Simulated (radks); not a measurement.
Isoelectronic series with 25 electrons, all held in the configuration [Ar] 3d5 4s2, which need not be the ground one along the series. Method: scalar-relativistic Kohn-Sham, PBEsol, spin-polarised, spherical densities, point nucleus; open shells are filled with parallel spins first (spin-orbit coupling, left out, can overturn this in heavy ions); computed with a radial shooting solver on a logarithmic mesh with Libxc functionals. Total energies (hartree) and orbital eigenvalues (hartree) (* marks an orbital that is empty in some or all of the ions):

\begin{tabular}{lrrrrr}
ion & E (hartree) & 3d down* & 4s down & 4s up & 3d up \\ \hline
Mn & -1157.36848 & -0.13892 & -0.16413 & -0.20369 & -0.30082 \\
Fe+ & -1270.97964 & -0.66639 & -0.49077 & -0.53449 & -0.85906 \\
Co2+ & -1390.45884 & -1.35594 & -0.90653 & -0.95432 & -1.57631 \\
Ni3+ & -1515.79223 & -2.18660 & -1.40146 & -1.45336 & -2.43317 \\
Cu4+ & -1646.97956 & -3.14823 & -1.97070 & -2.02678 & -3.42006 \\
Zn5+ & -1784.02780 & -4.23513 & -2.61154 & -2.67186 & -4.53156 \\
Ga6+ & -1926.94842 & -5.44376 & -3.32230 & -3.38691 & -5.76431 \\
Ge7+ & -2075.75602 & -6.77179 & -4.10192 & -4.17084 & -7.11609 \\
As8+ & -2230.46754 & -8.21757 & -4.94968 & -5.02294 & -8.58534 \\
Se9+ & -2391.10189 & -9.77993 & -5.86513 & -5.94273 & -10.17092 \\
Br10+ & -2557.67962 & -11.45797 & -6.84794 & -6.92991 & -11.87200 \\
Kr11+ & -2730.22279 & -13.25102 & -7.89794 & -7.98429 & -13.68791 \\
Rb12+ & -2908.75484 & -15.15854 & -9.01503 & -9.10577 & -15.61817 \\
Sr13+ & -3093.30051 & -17.18013 & -10.19918 & -10.29433 & -17.66238 \\
Zr15+ & -3480.53803 & -21.56427 & -12.76889 & -12.87288 & -22.09147 \\
Nb16+ & -3683.28557 & -23.92635 & -14.15463 & -14.26307 & -24.47591 \\
Mo17+ & -3892.15814 & -26.40155 & -15.60783 & -15.72074 & -26.97340 \\
Tc18+ & -4107.18663 & -28.98973 & -17.12866 & -17.24606 & -29.58382 \\
Ru19+ & -4328.40316 & -31.69081 & -18.71735 & -18.83925 & -32.30708 \\
Rh20+ & -4555.84108 & -34.50470 & -20.37413 & -20.50056 & -35.14311 \\
Pd21+ & -4789.53500 & -37.43137 & -22.09926 & -22.23024 & -38.09188 \\
Ag22+ & -5029.52082 & -40.47078 & -23.89302 & -24.02857 & -41.15335 \\
\end{tabular}

3d down drops below 4s down between Mn and Fe+.
